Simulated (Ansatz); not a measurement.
Basis-set series for C3H11GaS, SMILES `[CH3][Ga-]([CH3])([CH3])[SH2+]`. The species carries charge 0 and has multiplicity 1. The geometry is a stationary point of PBE0-D4/def2-TZVP. It is one conformer, not always the lowest.

```
functional       basis  functions  energy (Eh)  HOMO (eV)  LUMO (eV)
   PBE0-D4  def2-TZVPP        337  -2443.52078      -7.04      -0.23
   PBE0-D4  def2-QZVPP        660  -2443.58355      -7.06      -0.32
   ωB97M-V  def2-TZVPP        337  -2443.84156      -9.28       1.54
   ωB97M-V  def2-QZVPP        660  -2443.90247      -9.29       1.01
```

Question: Give the rows for def2-SVP. (Best estimate.)

Answer: The calculation gave: 
```json
{"functional": "PBE0-D4", "basis": "def2-SVP", "functions": "147", "energy (Eh)": "-2443.00021", "HOMO (eV)": "-6.97", "LUMO (eV)": "0.25"}
{"functional": "ωB97M-V", "basis": "def2-SVP", "functions": "147", "energy (Eh)": "-2443.31290", "HOMO (eV)": "-9.19", "LUMO (eV)": "2.14"}
```

Positive LUMOs are unbound and depend on the basis. Scalar relativity is left out up to krypton.

All numbers were calculated with Ansatz.
